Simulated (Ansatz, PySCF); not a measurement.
This PySCF input computes a SVWN5/def2-TZVPD energy:

```python
from pyscf import gto, scf, dft

mol = gto.M(
    atom='''
    B    -0.00000000   -0.00000000   -0.78099334
    F     0.00000000    0.00000000    0.43388519
    ''',
    basis='def2-tzvpd',
    charge=1,
    spin=1,
    symmetry='C2v',
    verbose=4,
)

mf = dft.UKS(mol, xc='svwn').density_fit(auxbasis='def2-universal-jkfit')
mf.grids.level = 3
mf.conv_tol = 1e-9
mf.max_cycle = 100
mf.max_memory = 1500
mf.kernel()
if not mf.converged:
    mf = mf.newton()
    mf.kernel(mf.make_rdm1())
mf.analyze()
```

Q: Write an input for the same energy in Ansatz (a program for electronic structure) and say what it gives.

A: 
Ansatz 0.2 input:
```yaml
crystal:
  periodic: [false, false, false]
  atoms:
    - {symbol: B, position_ang: [-0.00000000, -0.00000000, -0.78099334]}
    - {symbol: F, position_ang: [0.00000000, 0.00000000, 0.43388519]}
basis:
  gaussian:
    orbitals: def2-TZVPD
hamiltonian:
  xc: {name: SVWN5}
total_charge: 1
magnetization: {spin_polarized: true, initial_magnetization: 1}
output: {forces: true}
```
It gives -123.39418 Eh, and PySCF -123.39420 Eh, a difference of 0.02 mEh, from the treatment of integrals and grids.
